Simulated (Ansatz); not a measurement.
`CO[SiH2][SiH2]O` + `OCS[SiH3]` → `OC[SiH2]O` + `CO[SiH2]S[SiH3]`  (redistribution)

Isolated molecules relaxed with PBE0-D4/def2-TZVP in Ansatz; ΔE leaves out vibrations. CCSD(T)/CBS adds triple-zeta CCSD(T) − MP2 to the extrapolated MP2 energy (def2 sets, frozen cores). Functionals use def2-TZVPP. B3LYP here is the variant with VWN-RPA as its local correlation; programs differ in this. HSE06 is defined as in plane-wave codes. One conformer a species, not always the lowest.

```tsv
level	ΔE (kJ/mol)	difference from CCSD(T)/CBS
LDA (SPW92)	-99.9	16.9
PBE-D4	-99.9	16.9
revPBE-D4	-99.8	17.0
BLYP-D4	-104.5	12.3
B97M-V	-110.8	6.0
PBE0-D4	-107.4	9.4
r2SCANh-D4	-113.6	3.2
HSE06-D4	-107.3	9.5
BHLYP-D4	-118.5	-1.7
CAM-B3LYP-D4	-113.5	3.3
ωB97X-V	-111.8	5.0
ωB97M-V	-120.4	-3.6
B2PLYP	-113.4	3.4
PBE-QIDH	-115.9	0.9
PBE	-97.3	19.5
revPBE	-95.6	21.2
r2SCAN	-111.1	5.7
PBE0	-105.1	11.7
B3LYP	-106.4	10.4
r2SCANh	-112.9	3.9
r2SCAN0	-115.1	1.7
HSE06	-105.0	11.8
BHLYP	-114.6	2.2
CAM-B3LYP	-111.0	5.8
LC-ωPBE	-112.2	4.6
HF/def2-SVP	-114.8	2.0
MP2/def2-SVP	-112.8	4.0
CCSD/def2-SVP	-106.1	10.7
CCSD(T)/def2-SVP	-104.1	12.7
HF/def2-TZVPP	-119.3	-2.5
MP2/def2-TZVPP	-124.3	-7.5
SCS-MP2/def2-TZVPP	-120.5	-3.7
CCSD/def2-TZVPP	-116.2	0.6
CCSD(T)/def2-TZVPP	-114.9	1.9
HF/def2-QZVPP	-119.9	-3.1
MP2/def2-QZVPP	-125.7	-8.9
SCS-MP2/def2-QZVPP	-122.0	-5.2
HF/CBS(def2)	-120.0	-3.2
MP2/CBS(def2)	-126.3	-9.5
CCSD/CBS(def2)	-118.2	-1.4
CCSD(T)/CBS	-116.8	0
```

Largest T1 diagnostic among the species: 0.012.

Leaving LDA and LC-ωPBE aside and taking each functional with its dispersion term where it has one, the values spread over 20.6 kJ/mol, from ωB97M-V to revPBE-D4. From BLYP to BHLYP (50 % exact exchange), in def2-TZVPP and without D4, ΔE moves by −15.0 kJ/mol. At CCSD(T), def2-SVP lies +12.7 kJ/mol from the extrapolated value and def2-TZVPP +1.9 kJ/mol.

CCSD(T)/CBS has its own doubt, a few kJ/mol and more with outer-core shells, so smaller differences from it don't rank the levels.
